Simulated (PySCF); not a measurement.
C3H9Al, SMILES [CH3][Al]([CH3])[CH3], GFN2-xTB optimised geometry. Atoms within 1.6 Å of the plane z = 0.8 Å (x, y, z in Å): C1 (1.83, 0.12, 0.00), Al2 (-0.17, 0.12, 0.00), C3 (-1.16, -1.61, 0.00), C4 (-1.16, 1.84, 0.00), H5 (2.24, 1.13, 0.01), H6 (2.25, -0.40, 0.87), H8 (-0.49, -2.48, -0.02), H9 (-1.80, -1.73, 0.88), H12 (-0.90, 2.48, 0.85), H13 (-2.25, 1.69, 0.04).

Calculation: PBE/def2-TZVP in PySCF.

Map of the log10 of the electron density (e/bohr³), floored at −4 on the plane z = 0.8 Å:

```
|                               |
|          .....                |
|        .:::-::.               |
|      ..:--===-:.              |
|     .::-=++++=-:.             |
|    .::-=+*###*=-:.            |
|    .:-=+*#%@%*+=:..  .        |
|   .:-=+*#%@@%#+=-:..:::..     |
|   .-=+**#%%@%#*=-::-----:.    |
|   :-=+**#%%%##*+=--=====-:.   |
|   .-=+**#####**+===+++++=-:.  |
|   .:-=+**####**+++++***+=-:.  |
|   .:-==++**#***++****#**+=:.  |
|    .:--=++********#####*+=-:  |
|     .:--=++******###%%##+=-:. |
|     .::-=++******##%%@%#*=-:. |
|     .:-=++********#%%@@%*+-:. |
|    .:-=++**********#%@%#*=-:  |
|    .:=+**####**++++*###*+=-.  |
|    :-=*#%%%##**+===++*++=-:.  |
|   .:-+*%@@%%#*+==--=====-:.   |
|   .:=+#%@@%##*+=--::---::.    |
|   .:-+*#%%%##*+=-:......      |
|    .-=+*####**+=-:.           |
|    .:-=++****++=-.            |
|     .:-===++++=-:.            |
|      .::---===-:.             |
|       ..:::--::.              |
|         .......               |
|                               |
|                               |
```
Scale: ten equal steps from -4.00 (start of ' ') to -0.435 (end of '@'), in the order ' .:-=+*#%@'; x runs from -4.50 to 4.50, y from -4.50 (bottom) to 4.50 (top).
